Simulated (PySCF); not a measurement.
(3Z)-4-fluoropenta-1,3-diene (C5H7F), SMILES C(=C/C=C)(/F)C.

The structure is a stationary point at PBE0-D3(BJ)/def2-SVP. The values are those of a single conformer.

Computed with ωB97X/def2-TZVP (PySCF).

Isolated molecule, no solvent.

The total energy is -294.58759 hartree. The point group is Cs. The highest occupied level is -8.59 eV and the lowest empty level comes out as 1.42 eV. The orbital gap is 10.01 eV. The dipole moment is 1.56 D. The quadrupole, principal values (traceless, Buckingham form, about the centre of nuclear charge) comes out as -4.85, -1.13, 5.98 D·Å and the mean static polarisability comes out as 67.5 bohr³ (10.00 Å³). The polarisability, principal values is 41.1, 53.6, 107.6 bohr³.
